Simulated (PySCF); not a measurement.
Compound: C₇H₁₁N.
SMILES: `N#CC1CCCCC1`

The closed-shell ground state was solved at several levels (PySCF, density fitting, gas phase, non-relativistic). Isolated species at its PBE0-D3(BJ)/def2-SVP geometry (one conformer only).

| level | basis functions | HOMO (eV) | LUMO (eV) | gap (eV) | dipole (D) |
| --- | --- | --- | --- | --- | --- |
| B3LYP/pcSseg-1 | 191 | -8.62 | 0.39 | 9.01 | 4.00 |
| PBE0/6-31G* | 134 | -8.61 | 1.26 | 9.87 | 3.92 |
| BLYP/pcSseg-1 | 191 | -7.39 | -0.20 | 7.19 | 3.91 |
| PBE0/def2-TZVP | 314 | -8.78 | 0.54 | 9.32 | 4.11 |
| KT2/pcSseg-1 | 191 | -7.56 | -0.32 | 7.24 | 3.92 |

Task: Estimate the row for PBE0/def2-SVPD, a basis of 248 functions; the other rows only guide the guess.

Result: HOMO -8.84 eV, LUMO 0.32 eV, gap 9.16 eV, dipole 4.12 D.

Task: Over all these levels, which gives the widest orbital gap and which the narrowest?

Result: PBE0/6-31G* (global hybrid, 25 % exact exchange) has the widest, 9.87 eV, and BLYP/pcSseg-1 (GGA) the narrowest, 7.19 eV. Functional and basis both differ between the two, so the spread mixes both effects.

Task: How much does the basis alone move the frontier levels among the 3 PBE0 rows (the withheld one included)?

Result: The HOMO by 0.23 eV and the LUMO by 0.94 eV. By rising basis size (HOMO, LUMO in eV): 6-31G* -8.61, 1.26; def2-SVPD -8.84, 0.32; def2-TZVP -8.78, 0.54.

Task: How far do the dipole and the HOMO energy spread over the levels?

Result: The dipole runs from 3.91 to 4.12 D (mean 4.00 D) and the HOMO from -8.84 to -7.39 eV.
